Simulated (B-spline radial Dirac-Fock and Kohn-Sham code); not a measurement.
Energy-loss ionisation edge M5 of Hf

System: atomic hafnium, [Xe] 4f14 5d2 6s2. Method: the first Born approximation with generalised oscillator strengths from a Dirac-Hartree-Slater potential (longitudinal and transverse terms; continuum final states only, so no white lines or fine structure). Computed with a B-spline atomic structure program. The edge is taken at 1662.0 eV (tabulated value).

Generalised oscillator strength df/dE of the whole subshell in 10⁻³ per eV, against momentum transfer:

```tsv
q (1/a₀)	1 eV above	20 eV above	40 eV above	300 eV above
0.0400	0.195	3.73	5.64	4.65
0.0695	0.195	3.73	5.64	4.65
0.121	0.195	3.73	5.64	4.65
0.210	0.195	3.73	5.63	4.65
0.365	0.197	3.72	5.62	4.64
0.634	0.201	3.70	5.59	4.63
1.10	0.213	3.65	5.50	4.59
1.91	0.248	3.48	5.24	4.48
3.33	0.337	3.05	4.53	4.13
5.78	0.480	2.11	3.01	3.13
10.0	0.408	0.843	1.08	1.30
17.5	0.0822	0.130	0.157	0.197
30.3	0.0110	0.0146	0.0166	0.0210
```

As q goes to zero the values tend to the optical oscillator strength. At 300 eV above the edge the largest value on this grid is at q = 0.0400 per a₀; a free electron at rest would take up the loss of 1962 eV at q = 12.0 per a₀, where the Bethe ridge forms once the loss is well above the edge energy.
